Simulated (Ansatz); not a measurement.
Nb2(F)10 (Nb₂F₁₀). Total charge 0; singlet. Geometry PBE-D4/def2-SVP; atoms count from 1.

Cartesian coordinates in Å:
```
Nb -0.780 -1.210 -0.946
F 0.959 -1.888 -1.079
F -1.512 -2.802 -0.374
F -2.303 -0.198 -0.551
F -1.077 -1.214 -2.766
F -0.182 -0.664 1.000
Nb 0.780 1.210 0.946
F -0.959 1.888 1.079
F 1.512 2.802 0.374
F 2.303 0.198 0.551
F 1.077 1.214 2.766
F 0.182 0.664 -1.000
```

In the def2 sets Nb takes a core potential; there is no spin–orbit coupling.

(1) Estimate the Mulliken populations from the PBE0/def2-TZVP orbitals of Ansatz.

(2) And the Mayer bond orders between bonded heavy atoms (over 0.3)?

Results:

(1) 
| atom | charge (e) | d electrons |
| --- | --- | --- |
| Nb1 | 2.04 | 2.26 |
| F2 | -0.38 | – |
| F3 | -0.37 | – |
| F4 | -0.38 | – |
| F5 | -0.37 | – |
| F6 | -0.53 | – |
| Nb7 | 2.04 | 2.26 |
| F8 | -0.38 | – |
| F9 | -0.37 | – |
| F10 | -0.38 | – |
| F11 | -0.37 | – |
| F12 | -0.53 | – |
Mulliken values and Mayer orders depend strongly on the basis.

(2) Nb1–F2 1.00 (1.87 Å); Nb1–F3 1.01 (1.84 Å); Nb1–F4 1.00 (1.87 Å); Nb1–F5 1.01 (1.84 Å); Nb1–F6 0.37 (2.11 Å); Nb1–F12 0.37 (2.11 Å); F6–Nb7 0.37 (2.11 Å); Nb7–F8 1.00 (1.87 Å); Nb7–F9 1.01 (1.84 Å); Nb7–F10 1.00 (1.87 Å); Nb7–F11 1.01 (1.84 Å); Nb7–F12 0.37 (2.11 Å).
